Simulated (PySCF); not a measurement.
What builds the third ionisation energy along the 5d series

Calculated with PySCF 2.14 from differences of total energies of unrestricted determinants, without spin-orbit coupling. Each column adds one step, in eV (sums use unrounded values): valence MP2, valence CCSD, valence triples, then the next inner shell at CCSD(T) (Hf 5s 5p, Ta 5s 5p, W 5s 5p, Re 5s 5p, Os 5s 5p, Pt 5s 5p, Au 5s 5p, Hg 5s 5p). References (NIST) marked * lie between the lowest fine-structure levels; the others compare directly ((s) semi-empirical, (t) theoretical).

```
                                                                element     UHF  + MP2  + CCSD  + (T)  + inner shell     sum           reference
 Hf [Xe] 4f14 5d2 → [Xe] 4f14 5d1 (aug-cc-pwCVDZ-PP with ECP60MDF, ECP)  21.524  0.087   0.029  0.000          0.300  21.939  22.55 ± 0.04 (t) *
 Ta [Xe] 4f14 5d3 → [Xe] 4f14 5d2 (aug-cc-pwCVDZ-PP with ECP60MDF, ECP)  23.140  0.268   0.064  0.001          0.238  23.712    23.1 ± 1.6 (t) *
  W [Xe] 4f14 5d4 → [Xe] 4f14 5d3 (aug-cc-pwCVDZ-PP with ECP60MDF, ECP)  24.761  0.457   0.065  0.004          0.176  25.463      26 ± 0.4 (s) *
 Re [Xe] 4f14 5d5 → [Xe] 4f14 5d4 (aug-cc-pwCVDZ-PP with ECP60MDF, ECP)  27.264  0.557   0.045  0.007          0.042  27.914      27 ± 1.6 (t) *
 Os [Xe] 4f14 5d6 → [Xe] 4f14 5d5 (aug-cc-pwCVDZ-PP with ECP60MDF, ECP)  24.874  1.062   0.069  0.046          0.020  26.070      25 ± 1.6 (t) *
 Pt [Xe] 4f14 5d8 → [Xe] 4f14 5d7 (aug-cc-pwCVDZ-PP with ECP60MDF, ECP)  29.142  1.409  -0.115  0.050         -0.093  30.393      29 ± 1.6 (t) *
 Au [Xe] 4f14 5d9 → [Xe] 4f14 5d8 (aug-cc-pwCVDZ-PP with ECP60MDF, ECP)  30.837  1.626  -0.197  0.059         -0.113  32.212      30 ± 1.6 (t) *
Hg [Xe] 4f14 5d10 → [Xe] 4f14 5d9 (aug-cc-pwCVDZ-PP with ECP60MDF, ECP)  33.577  1.712  -0.284  0.049         -0.213  34.842      34.49 ± 0.05 *
```

Double-zeta sets recover only part of the correlation energy.

What remains against the references is mostly basis incompleteness and, for starred values, spin-orbit coupling.

Problem. What share of the correlation contribution for Hg comes from the inner shell?

Solution. The four steps add to 1.264 eV, of which the inner shell gives -0.213 eV, or -17 %.
